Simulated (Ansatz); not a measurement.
## Low-lying states of NiO

Calculated in Ansatz's Gaussian-basis code. State-averaged CASSCF with equal weights; occupations are averaged over the states; levels count from the state that is lowest in CASSCF. Small basis; these aren't basis-limit values. Solutions may break the symmetry of the shape. No proof that the lowest CASSCF solution was found. The average may hold one member of a degenerate pair alone.

Geometry: bond length 1.6270 Å.

Basis def2-SVP, nonrelativistic, 10 orbitals frozen in the corrections; active space CAS(14,9). Averaged: 2 triplets.

CASSCF levels: triplet 0.00, triplet 0.39 eV.

Question: How does SC-NEVPT2 move them?

Answer: triplet 0.00, triplet 0.62 eV, in the same order of listing. The lowest state stays.

Geometry: bond length 2.4405 Å. A bond is stretched, to 1.28 times the sum of the covalent radii.

Basis def2-SVP, nonrelativistic, 6 orbitals frozen in the corrections; active space CAS(14,9). Averaged: 2 triplets.

Question: Give the levels in order.

Answer: 

```tsv
state	CASSCF (eV)	SC-NEVPT2 (eV)
triplet	0.000	0.000
triplet	0.032	0.055
```

Occupations: 2.00, 2.00, 2.00, 2.00, 1.51, 1.50, 1.05, 1.00, 0.94.
